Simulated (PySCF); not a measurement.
C5H11OPSi.
Geometry (PBE0-D3(BJ)/def2-SVP, Å), atoms numbered from 1 in this order:
```
atom  x, y, z in Å
C1    -1.1593    2.9803   -0.8066
C2    -0.6282    1.8895   -0.7515
P3     0.1632    0.2939   -0.7453
O4     0.8886   -0.0346   -2.0118
C5    -1.2000   -0.8490   -0.3600
C6    -2.0098   -0.5619    0.8933
C7     1.2627    0.3344    0.6926
Si8    2.5024   -1.1023    0.5995
H9    -1.6248    3.9486   -0.8630
H10   -1.8277   -0.8296   -1.2664
H11   -0.7335   -1.8482   -0.3337
H12   -1.4038   -0.6664    1.8061
H13   -2.4254    0.4572    0.8785
H14   -2.8516   -1.2648    0.9799
H15    1.8292    1.2786    0.6511
H16    0.6964    0.3243    1.6370
H17    3.5352   -0.8477   -0.4389
H18    1.7833   -2.3795    0.3138
H19    3.1640   -1.2277    1.9349
```

All values: PBE0/pcSseg-1 (PySCF, non-relativistic), on one gas-phase PBE0-D3(BJ)/def2-SVP geometry that isn't relaxed in the solvent. The solvent is an IEF-PCM continuum (Bondi radii, 1.10 Å for H, scaled by 1.2). The model holds no explicit solvent molecules, cavitation or dispersion.

| run | E − E(gas) (kJ/mol) | HOMO (eV) | HOMO–LUMO gap (eV) | dipole (D) |
| --- | --- | --- | --- | --- |
| gas | 0.00 | -7.69 | 7.28 | 4.43 |
| P | -42.33 | -7.94 | 7.56 | 5.90 |
| Q | -43.93 | -7.95 | 7.57 | 5.96 |

Question: The runs were made in acetone and acetonitrile. Which run belongs to which solvent?

Answer: P = acetone, Q = acetonitrile. The dielectric constants are 20.49 (acetone), 35.69 (acetonitrile), and the energy falls further as ε rises. In this model the ground state sees the solvent through ε alone.

Question: How constant is the ratio of the lowering to (ε − 1)/(2ε + 1)?

Answer: 
```tsv
solvent	(ε − 1)/(2ε + 1)	E − E(gas) (kJ/mol)	ratio (kJ/mol)	polarisation term (kJ/mol)
acetone	0.464	-42.33	-91.2	-50.49
acetonitrile	0.479	-43.93	-91.7	-52.77
```

The ratio changes by +0.5 % in size from acetone to acetonitrile. The polarisation term is half the interaction of the solute with the induced surface charges.
